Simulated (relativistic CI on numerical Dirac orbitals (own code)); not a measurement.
La XLVIII: sensitivity of the levels to the model

Base calculation: Dirac-Coulomb-Breit CI, KLI orbitals optimised for each configuration, a model potential for QED, unscaled Slater integrals.

Configuration list (outside the closed core 1s2): 2s²2p⁶, 2s²2p⁵3s, 2s²2p⁵3p, 2s²2p⁵3d, 2s2p⁶3s, 2s2p⁶3p, 2s2p⁶3d, 2s²2p⁵4s, 2s²2p⁵4p, 2s²2p⁵4d, 2s²2p⁵4f, 2s2p⁶4s, 2s²2p⁴3s², 2s2p⁶4p, 2s2p⁶4d, 2s2p⁶4f, 2s²2p⁴3s3p, 2s²2p⁵5s, 2s²2p⁵5p, 2s²2p⁵5d, 2s²2p⁵5f, 2s²2p⁵5g, 2s²2p⁴3s3d, 2s²2p⁴3p², 2s²2p⁴3p3d, 2s2p⁵3s², 2s²2p⁴3d², 2s2p⁵3s3p, 2s2p⁵3s3d, 2s2p⁵3p², 2s2p⁶5s, 2s2p⁶5p, 2s2p⁶5d, 2s2p⁶5f, 2s2p⁶5g, 2s2p⁵3p3d. Levels of other configurations are missing.

The lowest level and the first level of each name with at least 55 % of one term (blank where a level has no safe partner in the second run):

| Level | Base (eV) | Shift (eV) |
| --- | --- | --- |
| 2s²2p⁶ ¹S0 | 0.00 | 0.00 |
| 2s²2p⁵3s ³P°2 | 4742.94 | -0.96 |
| 2s²2p⁵3s ¹P°1 | 4748.90 | -0.98 |
| 2s²2p⁵3p ³D3 | 4955.87 | -0.92 |
| 2s²2p⁵3p ¹P1 | 4955.89 | -0.92 |
| 2s²2p⁵3p ³P2 | 4964.84 | -0.93 |
| 2s²2p⁵3p ¹S0 | 5003.54 | -0.31 |
| 2s²2p⁵3d ³P°0 | 5070.60 | -1.01 |
| 2s²2p⁵3d ³P°1 | 5077.11 | -1.00 |
| 2s²2p⁵3d ³D°2 | 5085.14 | -0.98 |
| 2s²2p⁵3d ³F°4 | 5102.67 | -0.99 |
| 2s²2p⁵3d ³D°3 | 5114.73 | -0.97 |
| 2s²2p⁵3d ¹P°1 | 5136.11 | -0.95 |
| 2s²2p⁵3s ³P°0 | 5168.39 | -0.83 |

At this charge energies of transitions that change n are usually good to better than 1 %, and those within a shell (Δn = 0) to a few per cent.

Q: One thing was changed in a second run, which moved the levels as shown. Which?
A. one mean potential for all configurations
B. configuration mixing switched off
C. Breit term removed
D. QED terms removed

A: A. One mean potential for all configurations. One potential for all configurations removes the relaxation of the orbitals, which moves whole configurations and changes the integrals a little.

LS names give the leading component of a level, which can be under half, so a name can repeat, a term be missing and a line seem to break the LS rules.
